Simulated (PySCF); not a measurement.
A structure optimised at PBE0-D3(BJ)/def2-TZVP, used in a PySCF frequency run:

```
C
O 1 1.1608
N 1 1.2082 2 173.03
H 3 1.0043 1 125.37 2 180.00
```
Charge 0, spin multiplicity 1.

### Question
Write its SMILES, formula and point group.

### Answer
N=C=O, CHNO, Cs

### Question
What are its rotational constants (standard atomic weights)?

### Answer
886.72, 11.159, 11.020 GHz
